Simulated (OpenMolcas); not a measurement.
# Mn4+: terms and fine structure

| Item | Value |
| --- | --- |
| Program | OpenMolcas |
| Method | RASSCF |
| Basis | ANO-RCC-VQZP [7s6p4d3f2g1h] |
| Scalar Hamiltonian | DKH2, point nucleus |
| Active space | 9 electrons in 8 orbitals (RAS1 3p, at most 2 holes; RAS2 3d) |
| State averaging | 2S+1 = 4 even, 10 roots; 2S+1 = 2 even, 40 roots |
| Spin-orbit coupling | RASSI with atomic mean-field integrals over the reference wave functions, term energies averaged over their components |

With spin-orbit coupling, above the lowest level:

```json
{"Configuration": "3d3", "Term": "4F", "J": "3/2", "E (cm-1)": "0.0", "Measured (cm-1)": "0.0", "g": "0.399", "Term weight %": "100"}
{"Configuration": "3d3", "Term": "4F", "J": "5/2", "E (cm-1)": "373", "Measured (cm-1)": "359", "g": "1.029", "Term weight %": "100"}
{"Configuration": "3d3", "Term": "4F", "J": "7/2", "E (cm-1)": "880", "Measured (cm-1)": "835", "g": "1.239", "Term weight %": "100"}
{"Configuration": "3d3", "Term": "4F", "J": "9/2", "E (cm-1)": "1507", "Measured (cm-1)": "1412", "g": "1.334", "Term weight %": "100"}
{"Configuration": "3d3", "Term": "4P", "J": "1/2", "E (cm-1)": "19304", "Measured (cm-1)": "16434", "g": "2.654", "Term weight %": "99"}
{"Configuration": "3d3", "Term": "4P", "J": "3/2", "E (cm-1)": "19443", "Measured (cm-1)": "16595", "g": "1.726", "Term weight %": "98"}
{"Configuration": "3d3", "Term": "4P", "J": "5/2", "E (cm-1)": "19910", "Measured (cm-1)": "17049", "g": "1.601", "Term weight %": "100"}
{"Configuration": "3d3", "Term": "2G", "J": "7/2", "E (cm-1)": "21139", "Measured (cm-1)": "17892", "g": "0.889", "Term weight %": "100"}
{"Configuration": "3d3", "Term": "2G", "J": "9/2", "E (cm-1)": "21673", "Measured (cm-1)": "18399", "g": "1.110", "Term weight %": "99"}
{"Configuration": "3d3", "Term": "2P", "J": "1/2", "E (cm-1)": "25086", "Measured (cm-1)": "23082", "g": "0.683", "Term weight %": "99"}
{"Configuration": "3d3", "Term": "2P", "J": "3/2", "E (cm-1)": "25186", "Measured (cm-1)": "22919", "g": "1.250", "Term weight %": "81"}
{"Configuration": "3d3", "Term": "2D(1)", "J": "3/2", "E (cm-1)": "27398", "Measured (cm-1)": "24670", "g": "0.893", "Term weight %": "82"}
{"Configuration": "3d3", "Term": "2D(1)", "J": "5/2", "E (cm-1)": "27709", "Measured (cm-1)": "24630", "g": "1.201", "Term weight %": "100"}
{"Configuration": "3d3", "Term": "2H", "J": "9/2", "E (cm-1)": "29447", "Measured (cm-1)": "24975", "g": "0.910", "Term weight %": "99"}
{"Configuration": "3d3", "Term": "2H", "J": "11/2", "E (cm-1)": "29851", "Measured (cm-1)": "25334", "g": "1.091", "Term weight %": "100"}
{"Configuration": "3d3", "Term": "2F", "J": "7/2", "E (cm-1)": "46865", "Measured (cm-1)": "40423", "g": "1.143", "Term weight %": "100"}
{"Configuration": "3d3", "Term": "2F", "J": "5/2", "E (cm-1)": "47091", "Measured (cm-1)": "40707", "g": "0.857", "Term weight %": "100"}
{"Configuration": "3d3", "Term": "2D(2)", "J": "5/2", "E (cm-1)": "69508", "Measured (cm-1)": "62608", "g": "1.200", "Term weight %": "100"}
{"Configuration": "3d3", "Term": "2D(2)", "J": "3/2", "E (cm-1)": "69823", "Measured (cm-1)": "62854", "g": "0.800", "Term weight %": "100"}
```

Against the 18 measured excited levels shown (Corliss and Sugar, J. Phys. Chem. Ref. Data 6, 1253 (1977)) the mean absolute deviation is 3400 cm-1; the largest miss in energy is 3d3 2D 3/2(2): computed 69823, measured 62854 cm-1 (+11.1 %), and the largest in proportion 3d3 2G 7/2 (+18.1 %).

Spin-orbit coupling puts the lowest level 887 cm-1 below the lowest spin-free term.

For 4F the intervals divided by the larger J are 149.1, 144.8, 139.4 cm-1. Landé's interval rule makes them equal in pure LS coupling; they differ by 7 % of their mean. The multiplet is regular.

Without dynamic correlation excited terms often stand tens of per cent too high (terms of higher spin than the ground term too low), and those without a measured partner can miss by more than the paired ones. Active for correlation alone: 3p; no level in the range computed is led by a configuration that opens it, so any true level of that kind is missing. Measured partners are found by configuration, term and J. A level has none where our copy of the source lacks it or the pairing is in doubt (some pairs that miss far off the trend of their configuration count as doubtful), and it then counts in no deviation. Only configurations of the active space appear. The first state left out of the spin-orbit step lies near 800000 cm-1 above the lowest spin-free state of the reference (among the parities and spins computed), and the list stops at four fifths of that energy or lower.

The RASSCF and RASSI steps took 36 s on 1 thread of Arm Neoverse V1, with other jobs on the host; the integral step is not counted.

The term weight is that of the spin-free term in the level, not the purity of its configuration. A number in round brackets counts repeated terms of one configuration in the order of the reference energies.
